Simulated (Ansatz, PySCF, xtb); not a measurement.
Energy difference R1 → P1, each structure at its B3LYP-D3(BJ)/def2-TZVP stationary point, reached from a drawn start; harmonic modes at that level show minima.
R1, C3H8O2 (SMILES COCOC) (charge 0, multiplicity 1):
```xyz
13

C      2.030     0.624     0.958
O      0.701     0.202     1.175
C      0.006     0.002    -0.015
O     -1.276    -0.407     0.345
C     -2.099    -0.649    -0.777
H      2.602    -0.121     0.391
H      2.067     1.579     0.417
H      2.487     0.753     1.937
H     -0.036     0.939    -0.604
H      0.503    -0.773    -0.630
H     -3.070    -0.960    -0.397
H     -1.691    -1.445    -1.412
H     -2.226     0.255    -1.386
```
P1, C3H8O2 (SMILES COCOC) (charge 0, multiplicity 1, Z-matrix in Å and degrees):
```
C
O 1 1.3808
H 1 1.0964 2 106.78
H 1 1.1056 3 109.54 2 -120.44
O 1 1.4123 3 110.39 4 -119.97
C 5 1.4110 1 112.56 3 66.01
H 6 1.0882 5 107.26 1 179.45
H 6 1.0977 7 108.89 5 -120.90
H 6 1.0979 7 109.01 8 -118.15
C 2 1.4211 1 113.97 3 -172.44
H 10 1.0880 2 106.72 1 174.08
H 10 1.0915 11 109.66 2 -120.70
H 10 1.0969 11 109.25 12 -119.55
```

P less R. No zero-point or thermal terms. One arrangement of each flexible species, with no search for the lowest.

Cores are frozen in the correlated methods.

Run with Ansatz (a program for electronic structure) with Gaussian orbitals; PySCF for the D3/D4 terms; xtb for the GFN methods. Each number belongs to the level named beside it.

Task: One of these levels gives -5.08 kcal/mol for the reaction energy. Which one is it?
A. CCSD(T)/cc-pVDZ
B. GFN1-xTB
C. BLYP-D4/def2-TZVPP

Result: B, GFN1-xTB. The others give -3.30 (BLYP-D4/def2-TZVPP), -3.64 (CCSD(T)/cc-pVDZ)
